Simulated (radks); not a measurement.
Spherical quantum dot in the effective-mass picture: electrons in a hard-walled sphere of radius 3.06, all in effective atomic units (hartree* = m*/eps^2 hartree, bohr* = eps/m* bohr), one dielectric constant everywhere. Method: non-relativistic Kohn-Sham, LDA (Slater exchange, Perdew-Wang correlation), spin-polarised, spherical densities; computed with a radial shooting solver with Libxc functionals. Levels are named by radial order and angular momentum (1s, 1p, 1d, 2s, ...), and open shells are averaged over m. Results are scaled to m* = 0.08 and eps = 6.8, for which hartree* = 47.08 meV and bohr* = 4.498 nm. Each electron was tried in the lowest free levels, single moves between levels near the top were tried too, and the lowest total energy was kept; such a search can miss a lower state. At N = 1 the Hartree and exchange-correlation terms need not cancel, so that row can carry a self-interaction error.

N	open shells	2S	E (meV)	mu = E(N) - E(N-1) (meV)	addition energy mu(N+1) - mu(N) (meV)	e(HOMO) (meV)	rms radius (nm)
1	1s(up 1, down 0)	1	25.6059	25.606	24.40	35.125	7.380
2	none	0	75.6161	50.010	42.47	59.811	7.650
3	1p(up 1, down 0)	1	168.099	92.483	19.30	102.01	8.121
4	1p(up 2, down 0)	2	279.886	111.79	19.76	121.63	8.383
5	1p(up 3, down 0)	3	411.432	131.55	25.12	141.49	8.564
6	1p(up 3, down 1)	2	568.095	156.66	18.94	166.04	8.708
7	1p(up 3, down 2)	1	743.693	175.60	19.30	185.21	8.825
8	none	0	938.587	194.89	46.48	204.60	8.924
9	1d(up 1, down 0)	1	1179.96	241.37	18.71	250.70	9.052
10	1d(up 2, down 0)	2	1440.03	260.08	18.80	269.46	9.160
11	1d(up 3, down 0)	3	1718.91	278.87	18.85	288.29	9.251
12	1d(up 4, down 0)	4	2016.63	297.72	18.87	307.15	9.331
13	1d(up 5, down 0)	5	2333.22	316.59	23.90	326.03	9.402
14	1d(up 5, down 1)	4	2673.71	340.50	18.43	349.69	9.466
15	1d(up 5, down 2)	3	3032.64	358.92	18.52	368.17	9.524
16	1d(up 5, down 3)	2	3410.08	377.44	18.57	386.72	9.577
17	1d(up 5, down 4)	1	3806.09	396.01	18.60	405.31	9.626
18	none	0	4220.70	414.61	51.07	423.92	9.671
19	1f(up 1, down 0)	1	4686.38	465.68	18.23	474.79	9.725
20	1f(up 2, down 0)	2	5170.30	483.91	18.26	493.04	9.775
21	1f(up 3, down 0)	3	5672.47	502.17	18.27	511.30	9.820
22	1f(up 4, down 0)	4	6192.91	520.44	18.28	529.58	9.863
23	1f(up 5, down 0)	5	6731.63	538.72	18.29	547.87	9.903
24	1f(up 6, down 0)	6	7288.65	557.01	18.29	566.16	9.940
25	1f(up 7, down 0)	7	7863.95	575.30	23.08	584.45	9.975
26	1f(up 7, down 1)	6	8462.33	598.39	18.04	607.40	10.01
27	1f(up 7, down 2)	5	9078.76	616.43	18.07	625.46	10.04
28	1f(up 7, down 3)	4	9713.26	634.50	18.09	643.54	10.07
29	1f(up 7, down 4)	3	10365.8	652.59	18.10	661.63	10.10
30	1f(up 7, down 5)	2	11036.5	670.69	18.11	679.74	10.12
31	1f(up 7, down 6)	1	11725.3	688.79	18.11	697.85	10.15
32	none	0	12432.2	706.91	42.52	715.97	10.18
33	2s(up 1, down 0)	1	13181.7	749.43	28.12	761.30	10.14
34	none	0	13959.2	777.55	-	789.33	10.10

All shells are closed at N = 2, 8, 18, 32, 34 (there: 1s2 1p6 1d10 2s2 1f14); the second difference of the energy has clear peaks (12 % above both neighbours; the first and last values, which can be the largest, are not judged, and half-filled shells can peak too) at N = 2, 5, 8, 13, 18, 25, 32.
